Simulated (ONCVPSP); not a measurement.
Potentials for sulfur compared

Generated with ld1.x 7.5 (TM, RRKJ, ultrasoft, PAW), atompaw 4.2 or ONCVPSP 4.0.1. The cutoff is in Ry: for ld1.x and atompaw files where the sum of valence levels is converged to 10 mRy in a Bessel basis, for ONCV files where the hardest occupied wave has 1 mHa per electron of residual kinetic energy. The error is the largest all-electron minus pseudo excitation energy over each file’s own four to seven test configurations (ionisations up to +4, promotions, holes and added fractions of an electron), all of which were solved. The labels leave out finer settings (local radius, basis sizes, second energies), which also bear on the numbers. Spin-polarised tests are not counted. The rows are a selection from randomly drawn settings: files with unsolved tests, undetermined cutoffs or missed reference levels are left out.

A true bound ghost makes a file unfit for plane-wave use even where its test errors are small: the radial tests pick states by their node count and pass the ghost by.

| potential | cutoff (Ry) | largest error (meV) | bound ghosts |
| --- | --- | --- | --- |
| ONCV, LDA (Perdew-Wang 92), scalar-relativistic, rc 0.85/0.65/0.80 (spd), local smoothed, core correction no, reference 2s2 2p6 3s2 3p3.5, qcut 17.8/23.2/13.4, projectors 2/3/2 | 395 | +3.2 | none |
| ONCV, PBE, scalar-relativistic, rc 1.15/1.35/1.40 (spd), local smoothed, core correction yes, reference 3s1.75 3p4.25, qcut 5.7/7.1/8, projectors 3/2/3 | 224 | +12 | s |
| ONCV, PBE, scalar-relativistic, rc 0.90/0.85/0.80 (spd), local smoothed, core correction yes, reference 2s2 2p6 3s2 3p3, qcut 13.6/17.9/11.5, projectors 2/2/2 | 245 | +6.3 | none |
| ONCV, PBE, scalar-relativistic, rc 0.65/0.60 (sp), local smoothed, core correction yes, reference 2s2 2p6 3s2 3p2, qcut 22.8/17.9, projectors 2/2 | 447 | +191 | none |
| ONCV, PBE, scalar-relativistic, rc 0.80/0.65/0.80 (spd), local smoothed, core correction yes, reference 2s2 2p6 3s1 3p5, qcut 15.1/27/13.2, projectors 2/2/2 | 457 | +6.8 | none |
| ONCV, PBE, scalar-relativistic, rc 1.40/1.65 (sp), local s, core correction yes, reference 3s2 3p4, qcut 3.6/4.5, projectors 0/2 | 94 | +66 | none |
| ONCV, PBEsol, scalar-relativistic, rc 1.45/1.15/1.50 (spd), local smoothed, core correction yes, reference 3s2 3p4, qcut 4.6/7.4/7.5, projectors 2/2/2 | 60 | -50 | p |

(1) Fill in the row for S: ONCV, PBEsol, fully relativistic, rc 0.85/0.65 (sp), local smoothed, core correction yes, reference 2s2 2p6 3s2 3p4, qcut 18/23.9, projectors 2/2.

## Answers

(1) cutoff 411 Ry, largest error +230 meV, bound ghosts: none.
